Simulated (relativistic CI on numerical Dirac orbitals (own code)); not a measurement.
## Ta4+: L2,3 absorption edge

Computed with this model: Dirac-Coulomb-Breit CI, separate exchange-only KLI orbitals for each configuration, model QED (radiative potential, 1s self-energy scaled to tabulated hydrogen-like ionisation energies), multiplet model of core-to-valence dipole absorption, unscaled Slater integrals; configurations [Xe] 4f14 5d → [He] 2s2 2p5 3s2 3p6 3d10 4s2 4p6 4d10 4f14 5s2 5p6 5d2; 300 K; Lorentzian 3 eV and Gaussian 1 eV FWHM. Energies are those of the free ion, without screening or charge transfer. The branching ratio is the share of the lower-energy edge in the whole absorption, uncertain by about 0.02 where the edges overlap. S is read from ⟨S²⟩ = S(S + 1).

Field parameters in Wybourne normalisation: Td as Oh with Dq negative (B⁴₀ = 21Dq, B⁴₄ = √(5/14) B⁴₀). The field is a parameter set, without covalency.

free ion: ground-state S = 0.50, centroid 10186.06 eV, branching ratio 0.758. Peaks (eV, height): 9882.5 (100), 11137.5 (32).

Td, 10Dq = -13250 cm⁻¹: ground-state S = 0.50, centroid 10226.83 eV, branching ratio 0.726. Peaks (eV, height): 9882.5 (100), 11138.0 (34).

The statistical ratio of this edge is 2/3 = 0.667. Values above it arise where the holes sit mainly in the j = l + 1/2 valence subshell or the ground state has high spin; values below it where core-valence Coulomb terms move weight to the upper edge, as in nearly empty shells. At deep edges of heavy elements the radial integrals of the two core levels differ, which raises the baseline.

Strongest unbroadened transitions for Td, 10Dq = -13250 cm⁻¹:

| Energy (eV) | Relative strength |
| --- | --- |
| 9879.51 | 56.9 |
| 9881.38 | 59.9 |
| 9881.44 | 58.6 |
| 9881.72 | 71.0 |
| 9882.38 | 41.2 |
| 9882.45 | 100.0 |
| 9882.48 | 52.8 |
| 9882.63 | 58.1 |
| 9882.67 | 37.2 |
| 9882.68 | 33.5 |
| 9882.75 | 33.1 |
| 9882.77 | 37.6 |
| 9883.31 | 97.4 |
| 9883.39 | 51.8 |
| 9884.05 | 35.3 |
| 11136.30 | 83.4 |
| 11137.43 | 94.5 |
| 11138.70 | 41.1 |
